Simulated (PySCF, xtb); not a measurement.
HfOBr2, SMILES [Br][Hf]([Br])=[O], multiplicity 1.

Harmonic wavenumbers (cm⁻¹) from GFN2-xTB run with xtb at its own minimum, in rising order: 39, 101, 131, 209, 247, 779.

### Question
What does B3LYP-D3(BJ)/def2-SVP in PySCF give at its own minimum? (The exact figures need the calculation; the answer reports its results.)

### Answer
47, 99, 171, 234, 273, 941. Paired by order, the mean absolute difference is 44 cm⁻¹ and the zero-point energies are 2.2 and 2.5 kcal/mol.
